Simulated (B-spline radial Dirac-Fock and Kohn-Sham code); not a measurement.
## What relativity does to the binding energies of Rh⁸⁺

System: rhodium as Rh⁸⁺, configuration [Kr] 4d1.

Both columns are ΔSCF binding energies of the configuration average from a radial finite-basis atomic code: non-relativistic Hartree-Fock with a point nucleus, and Dirac-Fock with a finite nucleus and the Coulomb interaction alone, averaged over the two j levels with weights 2j+1.

```csv
shell,Hartree-Fock (eV),Dirac-Fock (eV),shift (eV),shift (%)
1s,22786.2,23446.5,+660.29,+2.90
2s,3427.5,3585.3,+157.85,+4.61
2p,3174.9,3218.1,+43.23,+1.36
3s,756.7,788.1,+31.33,+4.14
3p,655.8,664.5,+8.69,+1.33
3d,470.6,465.3,-5.28,-1.12
4s,222.9,229.0,+6.13,+2.75
4p,186.2,187.7,+1.41,+0.76
4d,134.8,133.8,-1.02,-0.76
```

Relativity binds 1s, 2s, 2p, 3s, 3p, 4s, 4p more strongly, among those listed most of all 2s in relative terms, and 3d, 4d more weakly, because the contracted s and p shells screen the nucleus better.

Values without a named source are computed, but for edge energies of neutral atoms, which are taken from tables.
